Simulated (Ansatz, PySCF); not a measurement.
CClF2, SMILES F[C](F)Cl, multiplicity 2. Atoms are numbered in the order given.

```xyz
4

F     -1.0525    -0.0764     1.0804
C     -0.4178     0.3214     0.0000
F     -1.0525    -0.0764    -1.0804
Cl     1.2635    -0.0389     0.0000
```
Charge 0, spin multiplicity 2.

The structure is a stationary point at PBE0-D3(BJ)/def2-TZVP. The isomer is the one that the SMILES or the coordinates give; other isomers of the formula were not compared.

Two levels are set side by side: PBE-D3(BJ)/def2-TZVP (Ansatz, a program for electronic structure) and PBE0-D3(BJ)/def2-TZVP (Ansatz). Each level has its own optimised geometry; the coordinates shown are those of the second. Frequencies come from the Hessian of PySCF at each geometry. Differences are taken from unrounded values.

```
quantity                            PBE0-D3(BJ)  PBE-D3(BJ)  PBE-D3(BJ) minus PBE0-D3(BJ)
----------------------------------  -----------  ----------  ----------------------------
mean bond length (Å)                      1.450       1.469                         0.019
bond F1–C2 (Å)                            1.315       1.334                         0.019
bond C2–F3 (Å)                            1.315       1.334                         0.019
bond C2–Cl4 (Å)                           1.719       1.739                         0.019
highest harmonic wavenumber (cm⁻¹)         1256        1158                           -98
mean harmonic wavenumber (cm⁻¹)             770         721                           -50
zero-point energy (kcal/mol)               6.61        6.18                         -0.43
```

GGA bonds tend to be longer and softer than those of functionals with exact exchange. Differences between two approximate levels are no errors against the true value.
